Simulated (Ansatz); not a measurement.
Sn14H18Cl2, a nanocrystal cut from the lattice of tin (2 of the caps Cl). Charge 0, multiplicity 3. Geometry r2SCAN-D4/def2-SVP, that of the neutral singlet; atoms count from 1.

Cartesian coordinates in Å:
```
Sn -2.611 1.355 3.045
Sn 3.094 -2.672 -0.621
Sn 1.790 0.920 1.771
Sn -1.232 -2.308 0.611
Sn -3.911 0.875 -1.369
Sn 0.510 0.454 -2.593
Sn -0.848 4.146 -0.199
Sn 0.851 -4.145 0.195
Sn -0.513 -0.457 2.595
Sn -3.092 2.676 0.619
Sn 3.912 -0.875 1.370
Sn 2.612 -1.351 -3.047
Sn 1.230 2.303 -0.607
Sn -1.793 -0.924 -1.767
Cl 4.889 -4.226 -0.984
Cl -4.888 4.229 0.983
H -2.178 2.487 4.264
H -4.026 0.524 3.559
H 2.224 2.063 2.991
H -2.653 -3.147 1.118
H -5.327 0.041 -0.866
H -4.270 1.717 -2.825
H 0.155 1.309 -4.050
H -0.413 5.290 1.008
H -1.191 4.998 -1.652
H 1.197 -5.003 1.644
H 0.416 -5.285 -1.016
H -0.162 -1.308 4.056
H 4.273 -1.719 2.824
H 5.326 -0.035 0.869
H 4.024 -0.517 -3.563
H 2.181 -2.486 -4.264
H 2.654 3.140 -1.113
H -2.228 -2.065 -2.987
```

In the def2 sets Sn takes a core potential; there is no spin–orbit coupling. Single mean-field runs in def2-SVP are fitted with def2-universal-jkfit. At PBE0-D4/def2-SVP a singlet of charge 0 lies 3.59 eV below the triplet at the same geometry.

(1) Estimate the Mulliken populations of the heavy atoms from the PBE0/def2-SVP orbitals of Ansatz.

(2) Where does the spin sit?

(3) And the Mayer bond orders between heavy atoms (over 0.3)?

Results:

(1) 
```tsv
atom	charge (e)	spin (α − β)
Sn1	0.15	0.14
Sn2	0.26	0.00
Sn3	-0.01	0.00
Sn4	0.00	0.00
Sn5	0.21	0.45
Sn6	-0.01	0.00
Sn7	0.15	0.14
Sn8	0.16	0.01
Sn9	0.00	0.06
Sn10	0.17	0.45
Sn11	0.16	0.01
Sn12	0.16	0.01
Sn13	0.00	0.06
Sn14	0.01	0.19
Cl15	-0.32	0.00
Cl16	-0.28	0.29
```
Mulliken values depend strongly on the basis.

(2) Summed by element: Sn 1.52, Cl 0.29, H 0.19, of 2 unpaired in all. Largest on single atoms: Sn5 0.45, Sn10 0.45, Cl16 0.29.

(3) Sn1–Sn9 0.81 (2.81 Å); Sn1–Sn10 0.77 (2.80 Å); Sn2–Sn8 0.83 (2.80 Å); Sn2–Sn11 0.83 (2.80 Å); Sn2–Sn12 0.83 (2.80 Å); Sn2–Cl15 0.96 (2.40 Å); Sn3–Sn9 0.86 (2.81 Å); Sn3–Sn11 0.84 (2.81 Å); Sn3–Sn13 0.86 (2.81 Å); Sn4–Sn8 0.85 (2.81 Å); Sn4–Sn9 0.86 (2.81 Å); Sn4–Sn14 0.86 (2.81 Å); Sn5–Sn10 0.57 (2.80 Å); Sn5–Sn14 0.73 (2.81 Å); Sn6–Sn12 0.85 (2.81 Å); Sn6–Sn13 0.86 (2.81 Å); Sn6–Sn14 0.86 (2.81 Å); Sn7–Sn10 0.77 (2.80 Å); Sn7–Sn13 0.81 (2.81 Å); Sn10–Cl16 0.90 (2.40 Å).
